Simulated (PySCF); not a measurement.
C₃H₃F₄, SMILES FC(C[C](F)F)F (connectivity only; charge and spin as stated), charge +1, multiplicity 1.

Coordinates come from a PBE0-D3(BJ)/def2-SVP optimisation. The spin state was assumed, not searched. The isomer is the one that the SMILES or the coordinates give; other isomers of the formula were not compared. One conformer was computed; it need not be the lowest.

Level of theory: B3LYP/def2-TZVP (PySCF).

Gas-phase values at a fixed geometry.

The total energy is -515.36214 hartree, the highest occupied level comes out as -15.32 eV and the lowest empty level is -9.92 eV. The orbital gap is 5.40 eV and the dipole moment about the centre of nuclear charge is 4.00 D. The mean static polarisability is 38.0 bohr³ (5.63 Å³) and the polarisability, principal values comes out as 31.0, 34.3, 48.7 bohr³.
